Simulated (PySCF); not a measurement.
## Exercise with solution: chemical shift, span and skew from a shielding tensor

AlAsF2H2, SMILES [F][Al]([F])[AsH2]. Atoms are numbered in the order given.

```xyz
6

Al     1.0352    -0.0109     0.0000
As    -1.3629     0.0616     0.0000
H     -1.3853    -0.9902     1.1052
H     -1.3853    -0.9902    -1.1052
F      1.9050     0.0050    -1.4116
F      1.9050     0.0050     1.4116
```

The structure is a stationary point at PBE0-D3(BJ)/def2-SVP.

GIAO shieldings from PySCF with KT2/pcSseg-1, non-relativistic, no solvent. The symmetric part of the tensor of F5 has the principal values 158.6, 247.7, 422.5 ppm. The same nucleus in CFCl3 has σ = 127.1 ppm at this level (PySCF, at its B3LYP-D3(BJ)/def2-TZVP geometry).

Question: Work out the isotropic shielding, the ¹⁹F shift against CFCl3, the span and the skew.

Answer: 
σ(iso) = (σ11 + σ22 + σ33)/3 = 276.3 ppm. δ = σ(ref) − σ(iso) = 127.1 − (276.3) = -149.2 ppm.
Span Ω = σ33 − σ11 = 263.9 ppm. Skew κ = 3(σ(iso) − σ22)/Ω = 0.32. Tumbling in solution averages the tensor to δ; in a static solid the shielding alone would spread this spin-1/2 line over Ω.
